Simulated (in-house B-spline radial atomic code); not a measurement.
Ag⁸⁺: [Kr] 4d3

Method: Dirac-Hartree-Fock, average of configuration, Fermi nucleus of rms radius 4.5454 fm. Calculated with an all-electron radial atomic-structure program (B-spline basis).

Screening seen three ways: the hydrogenic charge with the same mean radius, Z_r = [3n² - l(l+1)]/(2<r>), the one with the same energy, Z_e = n√(-2ε), and Slater's rules. Values are occupation-weighted means over j. An effective charge above Z reflects the relativistic contraction of the inner shells.

| shell | electrons | ε (eV) | <r> (bohr) | Z_r | Z_e | Slater |
| --- | --- | --- | --- | --- | --- | --- |
| 1s | 2 | -25814 | 0.0311 | 48.23 | 43.56 | 46.70 |
| 2s | 2 | -4014.8 | 0.1343 | 44.67 | 34.36 | 42.85 |
| 2p | 6 | -3612.6 | 0.1175 | 42.54 | 32.59 | 42.85 |
| 3s | 2 | -893.36 | 0.3656 | 36.93 | 24.31 | 35.75 |
| 3p | 6 | -757.41 | 0.3647 | 34.28 | 22.38 | 35.75 |
| 3d | 10 | -541.92 | 0.3439 | 30.53 | 18.93 | 25.85 |
| 4s | 2 | -252.68 | 0.876 | 27.40 | 17.24 | 19.25 |
| 4p | 6 | -207.03 | 0.9333 | 24.64 | 15.60 | 19.25 |
| 4d | 3 | -144.7 | 1.06 | 19.81 | 13.04 | 10.30 |

The least bound orbital is 4d5/2 at -144.3 eV, and it is also the most diffuse (<r> = 1.063 bohr).

Spin-orbit splittings of the orbital energies (j = l + 1/2 above j = l - 1/2 when positive): 2p 176.2 eV, 3p 32.22 eV, 3d 6.397 eV, 4p 6.119 eV, 4d 0.9131 eV.

For the 1s electron the small component carries 2.96 % of the norm, the zero-frequency Breit interaction raises the level by 55.57 eV, self-energy by 31.03 eV, and vacuum polarisation lowers it by 3.894 eV.

The density falls to 0.001 bohr⁻³ at 2.374 bohr; Σ<r²> = 14.279 bohr² gives, by the non-relativistic formula and without the paramagnetism of open shells, a Langevin diamagnetic susceptibility of -11.31×10⁻⁶ cm³/mol.
